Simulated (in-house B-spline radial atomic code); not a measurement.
Relativistic effects in Ni³⁺, [Ar] 3d7: non-relativistic Hartree-Fock (point nucleus) against Dirac-Hartree-Fock (Fermi nucleus of rms radius 3.7757 fm), both averages of the configuration, computed with a radial B-spline atomic code at the basis-set limit.

| orbital | ε NR (Eh) | ε Dirac (Eh) | <r> NR (bohr) | <r> Dirac (bohr) | change of <r> (%) |
| --- | --- | --- | --- | --- | --- |
| 1s1/2 | -307.12 | ? | 0.05481 | ? | ? |
| 2s1/2 | -39.424 | -40.145 | 0.247 | 0.2435 | -1.4 |
| 2p1/2 | -34.449 | -35.035 | 0.2162 | 0.2128 | -1.6 |
| 2p3/2 | -34.449 | -34.384 | 0.2162 | 0.2159 | -0.2 |
| 3s1/2 | -6.341 | -6.4622 | 0.7438 | 0.7349 | -1.2 |
| 3p1/2 | -4.7219 | -4.8096 | 0.7739 | 0.7643 | -1.2 |
| 3p3/2 | -4.7219 | -4.7216 | 0.7739 | 0.773 | -0.1 |
| 3d3/2 | -2.1528 | ? | 0.8816 | ? | ? |
| 3d5/2 | -2.1528 | -2.1345 | 0.8816 | 0.8867 | +0.6 |

(1) What happens to 3d3/2?

(2) What happens to 1s1/2?

(3) What explains the pattern of contraction and expansion?

(4) By how much does the total energy change?

Results:

(1) Its energy goes to -2.1449 hartree and <r> to 0.8826 bohr (+0.11 %).

(2) Its energy goes to -310.44 hartree and <r> to 0.05406 bohr (-1.37 %).

(3) Expansion is seen in 3d3/2, 3d5/2. The s and p1/2 orbitals contract directly, screen the nucleus better, and so push out orbitals that have little density near the nucleus; spin-orbit coupling adds to this for j = l + 1/2 and opposes it for j = l - 1/2.

(4) By -12.488 hartree, from -1504.696 to -1517.184.
